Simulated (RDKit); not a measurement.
Job for RDKit: UFF on H3N2P (a complex), monomers drawn apart or pushed together.

```python
from rdkit import Chem
from rdkit.Chem import AllChem, rdDetermineBonds

blocks = [
'''2

N    -0.47407844    0.52883597   -0.25862598
N     0.54419226    0.13944552   -0.29480866
''',
'''4

P     0.17100227   -0.17447176    3.40517222
H    -0.81504452   -0.79075092    2.59254334
H    -0.03453069    1.10473393    2.82737945
H     1.22600205   -0.49845952    2.51393775
''',
]
mol = None
for b in blocks:
    f = Chem.MolFromXYZBlock(b)
    rdDetermineBonds.DetermineBonds(f, charge=0)
    mol = f if mol is None else Chem.CombineMols(mol, f)
Chem.SanitizeMol(mol)
print(Chem.MolToSmiles(Chem.RemoveHs(mol)))
ff = AllChem.UFFGetMoleculeForceField(mol, vdwThresh=100.0, ignoreInterfragInteractions=False)
e = ff.CalcEnergy()
print(f'UFF energy {e:.6f} kcal/mol')
```

The log:

```
N#N.P
UFF energy 1.526097 kcal/mol
```

The run finished.

Cost: roughly 0.010 core-seconds.
